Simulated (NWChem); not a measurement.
System: CH5BS; SMILES B(S)C

The following NWChem deck was run.

```
start job
memory heap 200 mb stack 900 mb global 1100 mb
geometry units angstroms noautosym nocenter noautoz
  B     -0.596280    -0.474696     0.000000
  H     -1.811277    -0.535857     0.000000
  C      0.294735    -1.764537     0.000000
  H      0.036753    -2.390755    -0.882617
  H      0.036753    -2.390755     0.882617
  H      1.388805    -1.591288     0.000000
  S      0.180885     1.143042     0.000000
  H     -0.945650     1.910210     0.000000
end
basis spherical
  * library 6-31+g*
end
dft
  xc xpbe96 cpbe96
  iterations 150
end
property
  response 1 0.0
end
task dft property
```

Coordinates come from a PBE-D3(BJ)/def2-SVP optimisation.

Static field.

### Question
Give the results of this calculation. (PBE/6-31+G* (spherical d).) Quantities: isotropic polarisability (bohr³); anisotropy (bohr³).

### Answer
| Item | Value |
|---|---|
| isotropic polarisability (bohr³) | 47.4 |
| anisotropy (bohr³) | 24.4 |
